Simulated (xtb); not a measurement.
F$_{3}$Si (SMILES F[Si](F)F), doublet, at a GFN2-xTB geometry, atoms displaced at random by about 0.1 Å a coordinate. Base run: GFN1-xTB run with xtb.

Here is a job for xtb.
```
$ xtb mol.xyz --gfn 1 --uhf 1 --opt --json

# file mol.xyz
4

Si    -0.00422003     0.22612770     0.09897089
F     -0.83197021    -0.72605969     1.06835544
F     -0.78533331     0.99461048    -0.49511174
F      0.99974300    -0.88325977    -0.96001151
```

Variants of this job, named by their change:

| change | ΔE vs base (µEh) | optimiser steps |
|---|---|---|
| base | 0.0 | 9 |
| alpb = cs2 | 2965 | 9 |
| opt level = loose | 10.2 | 7 |
| opt level = vtight | -5.0 | 15 |
| opt level = sloppy | 10.2 | 7 |
| opt level = crude | 10.2 | 7 |
| engine = lbfgs | -2.3 | - |
| opt level = lax | 2.9 | 8 |
| alpb = thf | 5162 | 9 |
| opt level = tight | -4.9 | 13 |
